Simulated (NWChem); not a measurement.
System: C$_{2}$H$_{5}$BN$_{2}$O; SMILES C(#N)CB(N)O

```xyz
11

N     -0.2729     2.6310     0.0011
C      0.3176     1.6303     0.0000
C      0.9853     0.3339    -0.0013
B     -0.0415    -0.9116    -0.0002
N     -1.4251    -0.7028    -0.0006
O      0.4371    -2.2033     0.0010
H      1.6407     0.2747    -0.8817
H      1.6437     0.2742     0.8768
H     -1.8437     0.2164    -0.0010
H     -2.0839    -1.4689     0.0001
H      1.4017    -2.2522     0.0010
```
Atoms are numbered in this order, from 1.

Program: NWChem. Pople sets run with spherical d functions. All runs use the structure optimised with B3LYP/6-31G* (spherical d). GIAO values for the isolated, static molecule; σ is the absolute isotropic shielding, δ = σ(reference) − σ with the isolated reference molecule computed at the same levels (11B: boron trifluoride, 13C: tetramethylsilane, 1H: tetramethylsilane, 15N: ammonia, 17O: water).

Predict the results for Hartree-Fock/6-31G*. Quantities: δ N1 (ppm); δ C2 (ppm); δ B4 (ppm); δ O6 (ppm); δ H7 (ppm); δ H10 (ppm); δ H11 (ppm).


| Item | Result |
|---|---|
| δ N1 (ppm) | 269.6 |
| δ C2 (ppm) | 119.1 |
| δ B4 (ppm) | 19.6 |
| δ O6 (ppm) | 66.5 |
| δ H7 (ppm) | 1.22 |
| δ H10 (ppm) | 2.64 |
| δ H11 (ppm) | 2.95 |
